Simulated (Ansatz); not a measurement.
Abridged output of a molecular run in Ansatz:

```
Functional definition: HF
1785 factors; integrals over basis functions are off by at most 1.0e-3 eV
mean field evaluation 1: about -8635.1963 eV, gradient 4.5e1 eV
mean field evaluation 2: about -8635.4311 eV, gradient 4.5e1 eV
mean field evaluation 4: about -8639.8434 eV, gradient 4.6e0 eV
mean field evaluation 8: about -8639.9094 eV, gradient 3.0e-1 eV
mean field -8639.90967072 eV, -317.5108240577 hartree, gradient 2.9e-6 eV, S^2 0.000000; 0 other end points of the search recorded, 0 dependent functions left out
6 core orbitals not correlated: weight in the atoms' cores, before any rotation towards them, 1.000 or more for the frozen orbitals, at most 0.000 for the correlated occupied ones
reference -8639.90967072 eV, -317.5108240577 hartree; 18, 18 occupied and 274, 274 virtual orbitals, 1785 factors
second order -30.04375989 eV of doubles, -0.00000000 eV of singles
cycle   1  -30.45202294 eV  change   -4.1e-1 eV  update   1.1e-1
cycle   2  -31.10259463 eV  change   -6.5e-1 eV  update   3.1e-2
cycle   3  -31.25068325 eV  change   -1.5e-1 eV  update   1.6e-2
cycle   4  -31.23719478 eV  change    1.3e-2 eV  update   3.7e-3
cycle   5  -31.23632786 eV  change    8.7e-4 eV  update   1.7e-3
cycle   6  -31.23702022 eV  change   -6.9e-4 eV  update   4.9e-4
cycle   7  -31.23670685 eV  change    3.1e-4 eV  update   1.7e-4
cycle   8  -31.23665546 eV  change    5.1e-5 eV  update   5.7e-5
cycle   9  -31.23668328 eV  change   -2.8e-5 eV  update   2.0e-5
perturbative correction -1.11415165 eV, -0.0409443179 hartree
Total energy: -8672.26050564 eV, -318.6996953130 hartree
```

Its atoms:

```xyz
14

C    -0.471   -2.029    0.581
C    -1.204   -0.778    0.157
O    -0.350    0.079   -0.594
B     0.357    1.073   -0.023
C     1.301    1.992   -0.860
F     0.243    1.277    1.300
H    -1.154   -2.708    1.097
H    -0.060   -2.547   -0.287
H     0.348   -1.787    1.262
H    -1.599   -0.247    1.027
H    -2.041   -1.025   -0.500
H     2.324    1.938   -0.476
H     0.995    3.038   -0.766
H     1.311    1.725   -1.917
```

(1) Which basis set was used?
A. def2-TZVPPD
B. cc-pV(D+d)Z
C. def2-QZVPP
D. def2-TZVPP

(2) Write the keys of the input that set method, charge and spin (a neutral closed shell needs none for the last two).

## Answers

(1) D. It gives 298 functions.

(2) 
```yaml
correlation: {method: ccsd_t}
```
